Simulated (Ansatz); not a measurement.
Start from `[CH3][GeH]([Cl])[CH]=O` and change one atom or group to get `[CH3][GeH]([NH2])[Cl]`.

Ansatz, PBE0-D4/def2-TZVP geometries, multiplicity 1. Each molecule was computed in one conformer, which needn't be the lowest.

Scalar relativity is left out up to krypton.

| property | `[CH3][GeH]([Cl])[CH]=O` |
| --- | --- |
| LUMO energy (PBE/def2-TZVPP) / eV | -2.94 |
| size of the dipole moment (PBE/def2-TZVPP) / D | 1.12 |
| HOMO–LUMO gap (PBE/def2-TZVPP) / eV | 2.89 |
| LUMO energy (ωB97M-V/def2-TZVPP) / eV | 0.49 |
| HOMO energy (PBE0/def2-TZVPP) / eV | -7.21 |
| LUMO energy (PBE0/def2-TZVPP) / eV | -1.78 |

What does the change do to each property? (Best estimate.)

Computed: 
| property | `[CH3][GeH]([NH2])[Cl]` | shift |
| --- | --- | --- |
| LUMO energy (PBE/def2-TZVPP) / eV | -0.35 | 2.59 |
| size of the dipole moment (PBE/def2-TZVPP) / D | 1.89 | 0.77 |
| HOMO–LUMO gap (PBE/def2-TZVPP) / eV | 5.96 | 3.07 |
| LUMO energy (ωB97M-V/def2-TZVPP) / eV | 2.15 | 1.66 |
| HOMO energy (PBE0/def2-TZVPP) / eV | -7.75 | -0.54 |
| LUMO energy (PBE0/def2-TZVPP) / eV | 0.60 | 2.38 |

With PBE0 the HOMO falls by 0.54 eV and the LUMO rises by 2.38 eV, so the gap widens by about 2.92 eV. PBE moves the HOMO by -0.48 eV and ωB97M-V by -0.64 eV. Dipoles are sizes alone; their direction can turn.
